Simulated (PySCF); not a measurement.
C₂H₁₂O₂Si₃, SMILES C[Si](C)(O[SiH3])O[SiH3] (GFN2-xTB optimised geometry):

```
19

C     -0.330    -3.405    -2.442
Si    -0.243    -1.513    -2.501
C      0.254    -0.794    -4.181
O     -1.709    -0.931    -2.102
Si    -2.667    -0.031    -1.157
O      0.844    -1.009    -1.399
Si     1.206    -0.281     0.000
H     -0.612    -3.754    -1.453
H      0.630    -3.848    -2.687
H     -1.060    -3.786    -3.148
H     -0.452    -1.082    -4.953
H      0.286     0.291    -4.150
H      1.236    -1.145    -4.482
H     -2.487    -0.435     0.238
H     -2.317     1.379    -1.338
H     -4.004    -0.339    -1.660
H      0.646     1.071     0.000
H      0.651    -1.071     1.101
H      2.667    -0.281     0.000
```

Calculation: PBE0/def2-SVP run with PySCF.

Problem. What are the frontier orbital energies and the dipole moment?

Solution. HOMO-2 -8.73 eV, HOMO-1 -8.52 eV, HOMO -7.86 eV, LUMO 0.35 eV, LUMO+1 1.22 eV; dipole moment 0.08 D.

On the same geometry PBE/def2-SVP in PySCF 2.14.0 gives HOMO-2 -7.19 eV, HOMO-1 -6.98 eV, HOMO -6.46 eV, LUMO -0.50 eV, LUMO+1 0.29 eV; dipole moment 0.07 D.

Meta-Löwdin charges at PBE0/def2-SVP: C1 -0.58, Si2 1.27, C3 -0.58, O4 -0.82, Si5 0.76, O6 -0.81, Si7 0.76, H8 0.12, H9 0.12, H10 0.12, H11 0.12, H12 0.12, H13 0.12, H14 -0.12, H15 -0.12, H16 -0.11, H17 -0.12, H18 -0.12, H19 -0.11.
